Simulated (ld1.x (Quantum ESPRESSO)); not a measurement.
## Logarithmic derivatives: tungsten (W), TM

* Element: tungsten
* Generator: ld1.x (Quantum ESPRESSO) 7.5
* Type: norm-conserving Troullier–Martins (Kleinman–Bylander form)
* Functional: PBE
* Relativity: fully relativistic
* Frozen core: [Kr] 4d10 4f14
* Valence charge: 14
* Reference configuration: 5s2 5p6 5d3 6s0 6p0 (charge +3)
* Partial waves: 5p (bound): rc 2.05 bohr; 5d (bound): rc 1.40 bohr; 5s (bound): rc 1.85 bohr
* Local potential: the s channel
* Core correction: Bessel-smoothed model core inside 1.30 bohr

Open shells are filled in proportion to 2j + 1 (rel_dist='average').

The phase is arctan(r·u′/u) with u = r·R(r), unwrapped; energies in Ry, scanned from -10 to 5 Ry. A pole is an energy at which the radial function vanishes at the test radius. The pseudo phase is shifted by a multiple of π to meet the all-electron one at the reference energy, and phase errors are pseudo minus all-electron; the curves can meet again beyond the range given. Levels narrower than the energy grid can be missing from the lists of poles.

**Question.** For each channel, where are the poles, and over which energies does the pseudopotential scatter like the atom?

**Answer.**

```
channel  radius (bohr)  reference energy (Ry)  poles, all-electron  poles, pseudo  unbroken range about the reference energy with phases within 0.05 rad  phase error 1 Ry above the reference energy (rad)
      s           2.26                  -7.92          -7.82, 2.43   -7.82, -0.29                                                             below -4.3                                             -0.004
   p1/2           2.26                  -5.80          -5.60, 4.04    -5.61, 1.43                                                             below -3.2                                             -0.009
   p3/2           2.26                  -5.07          -4.75, 4.98    -4.75, 4.16                                                             below -1.6                                             -0.003
   d3/2           2.26                  -2.33                -1.31          -1.31                                                              below 2.2                                             +0.000
   d5/2           2.26                  -2.26                -1.16          -1.16                                                              below 2.6                                             -0.001
```

Phases in the p1/2 channel:

```json
{"E (Ry)": "-10.00", "all-electron": "1.397", "pseudo": "1.397"}
{"E (Ry)": "-9.52", "all-electron": "1.390", "pseudo": "1.389"}
{"E (Ry)": "-9.04", "all-electron": "1.381", "pseudo": "1.380"}
{"E (Ry)": "-8.56", "all-electron": "1.370", "pseudo": "1.369"}
{"E (Ry)": "-8.08", "all-electron": "1.356", "pseudo": "1.354"}
{"E (Ry)": "-7.60", "all-electron": "1.337", "pseudo": "1.335"}
{"E (Ry)": "-7.12", "all-electron": "1.308", "pseudo": "1.304"}
{"E (Ry)": "-6.64", "all-electron": "1.246", "pseudo": "1.240"}
{"E (Ry)": "-6.16", "all-electron": "0.934", "pseudo": "0.920"}
{"E (Ry)": "-5.68", "all-electron": "-1.513", "pseudo": "-1.514"}
{"E (Ry)": "-5.20", "all-electron": "-1.698", "pseudo": "-1.704"}
{"E (Ry)": "-4.72", "all-electron": "-1.758", "pseudo": "-1.767"}
{"E (Ry)": "-4.24", "all-electron": "-1.798", "pseudo": "-1.814"}
{"E (Ry)": "-3.76", "all-electron": "-1.837", "pseudo": "-1.862"}
{"E (Ry)": "-3.28", "all-electron": "-1.881", "pseudo": "-1.923"}
{"E (Ry)": "-2.80", "all-electron": "-1.937", "pseudo": "-2.015"}
{"E (Ry)": "-2.32", "all-electron": "-2.016", "pseudo": "-2.179"}
{"E (Ry)": "-1.84", "all-electron": "-2.142", "pseudo": "-2.543"}
{"E (Ry)": "-1.36", "all-electron": "-2.365", "pseudo": "-3.362"}
{"E (Ry)": "-0.88", "all-electron": "-2.807", "pseudo": "-4.088"}
{"E (Ry)": "-0.40", "all-electron": "-3.497", "pseudo": "-4.392"}
{"E (Ry)": "0.08", "all-electron": "-4.020", "pseudo": "-4.536"}
{"E (Ry)": "0.56", "all-electron": "-4.287", "pseudo": "-4.620"}
{"E (Ry)": "1.04", "all-electron": "-4.431", "pseudo": "-4.676"}
{"E (Ry)": "1.52", "all-electron": "-4.518", "pseudo": "-4.720"}
{"E (Ry)": "2.00", "all-electron": "-4.578", "pseudo": "-4.756"}
{"E (Ry)": "2.48", "all-electron": "-4.621", "pseudo": "-4.790"}
{"E (Ry)": "2.96", "all-electron": "-4.655", "pseudo": "-4.824"}
{"E (Ry)": "3.44", "all-electron": "-4.683", "pseudo": "-4.860"}
{"E (Ry)": "3.92", "all-electron": "-4.707", "pseudo": "-4.903"}
{"E (Ry)": "4.40", "all-electron": "-4.728", "pseudo": "-4.957"}
{"E (Ry)": "4.88", "all-electron": "-4.748", "pseudo": "-5.035"}
```
